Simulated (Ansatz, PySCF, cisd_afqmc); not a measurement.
Species: GaF, charge 0, singlet. GaF (SMILES [F][Ga]).
B3LYP-D3(BJ)/def2-TZVP minimum from Ansatz (an electronic-structure program):
```
Ga
F 1 1.8005
```
Charge 0, spin multiplicity 1.

Atomisation energy term by term, kcal/mol (programs: Ansatz, cisd_afqmc). UHF or UKS for unpaired electrons; spin-orbit terms are left out. Cores are frozen in correlated methods (noble-gas shells, and filled d and f shells in the p block). No relativity. The Monte Carlo rows (phaseless AFQMC, CISD trial, step 0.005/hartree) carry one-sigma bars that omit the constraint's bias. Outlying blocks are dropped, and bars are widened where a walk drifts. Over all cases where full CI ran beside it in this data, AFQMC minus full CI had a median of +0.1 mEh and passed +0.4 mEh in a tenth of the cases. CBS(X,Y): correlation extrapolated as X^-3, Hartree-Fock from the larger set (Q,5: extrapolated as (X+1)exp(-9√X)). A bracket is a step between two methods taken in the basis named. Where a partner has so few electrons that a lower coupled-cluster level is exact, that level stands in.

```json
[
 {"term": "Hartree-Fock", "basis": "CBS(cc-pVQZ,cc-pV5Z)", "kcal/mol": "97.49"},
 {"term": "CCSD correlation", "basis": "CBS(cc-pVQZ,cc-pV5Z)", "kcal/mol": "41.78"},
 {"term": "(T)", "basis": "CBS(cc-pVQZ,cc-pV5Z)", "kcal/mol": "4.04"},
 {"term": "CCSDT(Q) - CCSD(T)", "basis": "cc-pVQZ", "kcal/mol": "-0.02"},
 {"term": "CCSDTQ - CCSDT(Q)", "basis": "cc-pVDZ", "kcal/mol": "-0.07"},
 {"term": "minus zero-point energy", "basis": "Hessian by PySCF at B3LYP-D3(BJ)/def2-TZVP", "kcal/mol": "-0.86"},
 {"term": "sum: D0", "basis": "", "kcal/mol": "142.4"}
]
```

The step beyond CCSD(T) by other levels: CCSDTQ in cc-pVDZ 0.30; AFQMC/CISD in cc-pVDZ 0.56 ± 0.29; CCSDT(Q) in cc-pVDZ 0.37; AFQMC/CISD in cc-pVTZ -0.28 ± 0.33; CCSDT(Q) in cc-pVTZ 0.04; AFQMC/CISD in cc-pVQZ 0.46 ± 0.26 kcal/mol.
